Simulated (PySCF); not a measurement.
C3H12OSi2, SMILES C[Si](O[SiH3])(C)C, GFN2-xTB optimised geometry.

```
18

Si     2.01    -1.00     0.00
O      0.47    -0.53     0.00
Si    -1.17    -0.53     0.00
C     -1.77    -1.43     1.57
C     -1.70     1.29     0.00
C     -1.77    -1.43    -1.57
H      2.25    -1.78     1.21
H      2.24    -1.81    -1.20
H      2.78     0.24    -0.02
H     -2.85    -1.44     1.64
H     -1.38    -0.96     2.46
H     -1.43    -2.47     1.58
H     -1.33     1.81     0.88
H     -2.78     1.39     0.00
H     -1.32     1.81    -0.87
H     -1.43    -2.47    -1.58
H     -1.38    -0.96    -2.46
H     -2.85    -1.44    -1.64
```

Density from B3LYP/def2-SVP (PySCF) at that geometry.

Minimum of the electron density along straight lines between bonded atoms, close to the bond critical point (lines longer than 1.1 times the sum of covalent radii, or with two minima, are not listed):

```tsv
bond	length / Å	ρ at the minimum / e bohr⁻³	∇²ρ there / e bohr⁻⁵	position (fraction from the first atom)
Si1–O2	1.615	0.127	1.11	0.42
O2–Si3	1.635	0.121	1.02	0.59
Si3–C4	1.904	0.112	0.31	0.38
Si3–C5	1.903	0.112	0.31	0.38
Si3–C6	1.904	0.112	0.31	0.38
Si1–H7	1.464	0.118	0.33	0.49
Si1–H8	1.464	0.118	0.33	0.49
Si1–H9	1.461	0.119	0.34	0.49
C4–H10	1.085	0.272	-0.97	0.62
C4–H11	1.086	0.272	-0.97	0.62
C4–H12	1.086	0.272	-0.97	0.62
C5–H13	1.086	0.272	-0.97	0.62
C5–H14	1.085	0.272	-0.97	0.62
C5–H15	1.086	0.272	-0.97	0.62
C6–H16	1.086	0.272	-0.97	0.62
C6–H17	1.086	0.272	-0.97	0.62
C6–H18	1.085	0.272	-0.97	0.62
```
